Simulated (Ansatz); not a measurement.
One change: `FC(F)(F)[SiH2]Cl` becomes `FC(F)(F)Cl`.

Ansatz, PBE0-D4/def2-TZVP geometries, multiplicity 1. 

```tsv
property	`FC(F)(F)[SiH2]Cl`
HOMO–LUMO gap (PBE0/def2-TZVPP) / eV	8.96
LUMO energy (PBE/def2-TZVPP) / eV	-1.30
zero-point energy (PBE0-D4/def2-TZVP) / kJ/mol	86.8
HOMO–LUMO gap (ωB97M-V/def2-TZVPP) / eV	13.07
HOMO–LUMO gap (PBE/def2-TZVPP) / eV	6.57
HOMO energy (ωB97M-V/def2-TZVPP) / eV	-11.62
```

Task: What does the change do to each property? (An estimate is asked.)

Result: Ansatz gave: 
| property | `FC(F)(F)Cl` | shift |
| --- | --- | --- |
| HOMO–LUMO gap (PBE0/def2-TZVPP) / eV | 10.15 | 1.19 |
| LUMO energy (PBE/def2-TZVPP) / eV | -1.06 | 0.24 |
| zero-point energy (PBE0-D4/def2-TZVP) / kJ/mol | 40.0 | -46.8 |
| HOMO–LUMO gap (ωB97M-V/def2-TZVPP) / eV | 14.84 | 1.77 |
| HOMO–LUMO gap (PBE/def2-TZVPP) / eV | 7.39 | 0.82 |
| HOMO energy (ωB97M-V/def2-TZVPP) / eV | -12.40 | -0.78 |

With PBE0 the HOMO falls by 0.68 eV and the LUMO rises by 0.50 eV, so the gap widens by about 1.18 eV. PBE moves the HOMO by -0.58 eV and ωB97M-V by -0.78 eV. The zero-point energy changes by -46.8 kJ/mol with -9 modes.
